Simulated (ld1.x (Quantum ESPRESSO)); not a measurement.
**Varying the TM potential for La (Z = 57)**

Base potential:

lanthanum, norm-conserving Troullier–Martins (Kleinman–Bylander form), made with ld1.x (Quantum ESPRESSO) 7.5 (PBE, fully relativistic). Core [Kr] 4d10, reference 4f0 5s2 5p6 5d1 6s1 6p0 (charge +1). Waves: 5s (bound): rc 2.50 bohr; 5p (bound): rc 2.70 bohr; 5d (bound): rc 2.50 bohr; 4f (bound, empty): rc 1.30 bohr. Local part: all-electron potential smoothed inside 2.50 bohr (lloc = -1). Core correction: none.

Open shells are filled in proportion to 2j + 1 (rel_dist='average').

Occupied shells without a wave of their own: 6s. They enter only through the test configuration that unscreens the potential.

All-electron outer shells of the reference configuration (PBE, scalar-relativistic, ld1.x):

| shell | level (eV) | outermost node (bohr) | outermost maximum (bohr) |
| --- | --- | --- | --- |
| 4p | -205.85 | 0.34 | 0.63 |
| 4d | -109.70 | 0.32 | 0.68 |
| 5s | -44.74 | 0.77 | 1.41 |
| 5p | -28.20 | 0.83 | 1.58 |
| 4f | -10.17 | – | 0.75 |
| 5d | -8.51 | 0.95 | 2.19 |
| 6s | -8.34 | 1.85 | 3.60 |
| 6p | -5.40 | 2.17 | 4.46 |

Cutoffs, loose and tight: the cutoffs (Ry, on a coarse ladder) from which the occupation-weighted sum of valence levels, in a spherical-Bessel basis at the reference potential, stays within 10 and 1 mRy of its value at 400 Ry. They do not see the model core or the augmentation charge, which bear on the density cutoff. Test errors are all-electron minus pseudo excitation energies from the reference, over the configurations 4f0 5s2 5p6 5d1 6s2 6p0; 4f0 5s2 5p6 5d1 6s0 6p0; 4f0 5s2 5p6 5d0 6s0 6p0; 4f0 5s1 5p6 5d1 6s2 6p0; 4f0 5s2 5p6 5d2 6s0 6p0; 4f0 5s2 5p6 5d0 6s2 6p1; 4f1 5s2 5p6 5d0 6s1 6p0. A dash means not determined; rows that change the core or the reference have their own tests.

Cutoffs are not given where the Bessel-basis levels miss the radial ones by over 6 mRy, ghosts where they miss by over 20 mRy; a channel whose overlap is not positive is not tested.

| change | outcome | bound ghosts | largest test error (meV) |
| --- | --- | --- | --- |
| base | generated | not determined | +253 |
| wave 5d (bound): rc 2.50 bohr becomes 5d (bound): rc 1.74 bohr | generated | not determined | +265 |
| wave 5d (bound): rc 2.50 bohr becomes 5d (bound): rc 2.04 bohr | generated | not determined | +254 |
| wave 5d (bound): rc 2.50 bohr becomes 5d (bound): rc 2.24 bohr | generated | not determined | +252 |
| wave 5d (bound): rc 2.50 bohr becomes 5d (bound): rc 2.68 bohr | generated | not determined | +255 |
| wave 5d (bound): rc 2.50 bohr becomes 5d (bound): rc 3.04 bohr | generated | not determined | +258 |
| wave 5d (bound): rc 2.50 bohr becomes 5d (bound): rc 3.36 bohr | generated | not determined | +254 |
| wave 5d (bound): rc 2.50 bohr becomes 5d (bound): rc 3.70 bohr | generated | not determined | +238 |
